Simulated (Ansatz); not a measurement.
Geometry optimisation, RKS B3LYP-D4/def2-SVP (Ansatz).

The input (input.yaml):

```yaml
crystal:
  periodic: [false, false, false]
  atoms:
    - { symbol: C, position_ang: [-0.5032, 1.796, 0.9577] }
    - { symbol: "N", position_ang: [0.0533, 1.0557, 0.1275] }
    - { symbol: B, position_ang: [-0.2686, -0.4215, 0.0476] }
    - { symbol: C, position_ang: [0.609, -1.3275, -0.9851] }
    - { symbol: Cl, position_ang: [2.276, -1.351, -0.6247] }
    - { symbol: H, position_ang: [-0.3075, 2.9132, 0.956] }
    - { symbol: H, position_ang: [-1.2835, 1.4732, 1.6359] }
    - { symbol: H, position_ang: [-1.0223, -0.8868, 0.7532] }
    - { symbol: H, position_ang: [0.382, -0.9281, -1.965] }
    - { symbol: H, position_ang: [0.1479, -2.3744, -0.9001] }
basis:
  gaussian: { orbitals: def2-SVP }
hamiltonian:
  xc: b3lyp
  dispersion: d4
relax:
  f_tol: 0.02
  max_steps: 50
```

Launched with:

```bash
$ ansatz run input.yaml --threads 2 --pin off --max-ram 3072MiB --backend cpu --events-out ev --progress --plain --runs-dir out
```

Problem. Where does it end, and by what steps?

Solution. It converged. After 20 steps the energy has fallen by 1.410 eV; H8 moved furthest, 1.44 Å.

```csv
step,energy less start (eV),largest force component (eV/Å),accepted
0,0.0000,3.966,yes
1,0.0541,3.131,no
2,-0.3738,2.101,yes
3,-0.4870,0.596,yes
4,-0.5291,0.355,yes
5,-0.5673,1.013,yes
6,-0.6780,1.175,yes
7,-0.8222,1.620,yes
8,-0.9660,1.559,yes
9,-1.1285,1.496,yes
10,-1.3084,0.806,yes
11,-1.3481,0.312,yes
12,-1.3736,0.926,yes
13,-1.3914,0.281,yes
14,-1.3942,0.166,yes
15,-1.4048,0.178,yes
16,-1.4094,0.087,yes
17,-1.4095,0.085,yes
18,-1.4100,0.050,yes
19,-1.4101,0.029,yes
20,-1.4102,0.015,yes
```

```xyz
10
Properties=species:S:1:pos:R:3
C -0.275 1.705 1.148
N -0.494 0.675 0.480
B -0.675 -0.450 -0.258
C 0.537 -1.272 -0.867
Cl 2.179 -0.602 -0.498
H -0.213 2.702 0.675
H -0.133 1.669 2.243
H -1.803 -0.842 -0.461
H 0.444 -1.326 -1.963
H 0.516 -2.309 -0.496
```

Whether the end is a true minimum wasn't checked by a vibrational analysis.

Run time: 59 s on 2 threads of Arm Neoverse V1, with other jobs on the host, peak memory 0.21 GiB.
